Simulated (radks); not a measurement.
The numbers below are computed, except where a source is named.
Task: The mean radii <r> (bohr) of the occupied orbitals of an atom or ion are listed with their occupations. Code: a radial shooting solver on a logarithmic mesh with Libxc functionals. Model: non-relativistic Kohn-Sham, HCTH/407, spin-polarised, spherical densities, point nucleus.

orbital  occ.     <r>
1s up       1  0.1033
1s down     1  0.1031
2s up       1  0.4457
2p up       1  0.3888
3s up       1   1.077

Name the element and its charge. Open shells, if any, are filled with parallel spins first.

Result: Z = 15, phosphorus, charge +10: P10+ in [He] 2s1 2p1 3s1. The 1s radius gives Z: for a bare nucleus <r> = 1.5/Z, 0.1 bohr for Z = 15, and screening makes it slightly larger (0.1033 here). The occupations add up to 5, and the charge is Z minus that.
